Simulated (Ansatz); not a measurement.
Relaxation of ClH3O2Sn (7 atoms, charge 0, multiplicity 1), to a largest force component of 0.02 eV/Å in at most 40 steps.

Computed with RKS PBE/def2-SVP (Ansatz 0.2.0).

```xyz
7
Properties=species:S:1:pos:R:3:forces:R:3
Sn 0.000 0.000 0.000 -0.54 -0.98 0.91
H 0.000 0.000 1.740 -0.03 -0.04 -0.12
O 1.848 0.000 -0.653 1.13 -1.24 -0.55
H 2.165 -0.952 -0.769 -0.45 1.33 0.11
O -0.923 1.599 -0.653 -1.63 0.32 -0.68
H -1.881 1.369 -0.875 1.35 0.31 0.25
Cl -1.135 -1.967 -0.802 0.17 0.30 0.08
```

Problem. Where does it end, and by what steps?

Solution. The run converged. After 18 steps the energy has fallen by 0.194 eV; H6 moved furthest, 0.89 Å.

```csv
step,energy less start (eV),largest force component (eV/Å),accepted
0,0.0000,1.625,yes
1,-0.0830,1.211,yes
2,-0.0427,1.660,no
3,-0.1120,0.614,yes
4,-0.1310,0.551,yes
5,-0.1612,0.195,yes
6,-0.1775,0.142,yes
7,-0.1835,0.511,yes
8,-0.1876,0.415,yes
9,-0.1843,0.818,no
10,-0.1914,0.069,yes
11,-0.1918,0.047,yes
12,-0.1752,1.232,no
13,-0.1933,0.094,yes
14,-0.1917,0.454,no
15,-0.1940,0.028,yes
16,-0.1941,0.049,yes
17,-0.1941,0.064,yes
18,-0.1944,0.003,yes
```

```xyz
7
Properties=species:S:1:pos:R:3
Sn -0.084 -0.080 0.221
H -0.043 0.008 1.933
O 1.721 0.024 -0.639
H 1.836 -0.766 -1.205
O -1.196 1.457 -0.391
H -1.160 1.533 -1.365
Cl -1.001 -2.127 -0.567
```

Whether the end is a true minimum wasn't checked by a vibrational analysis.

Time of the run: 17 s on 2 threads of Intel(R) Xeon(R) 6975P-C (Granite Rapids) (shared host), peak memory 0.14 GiB.
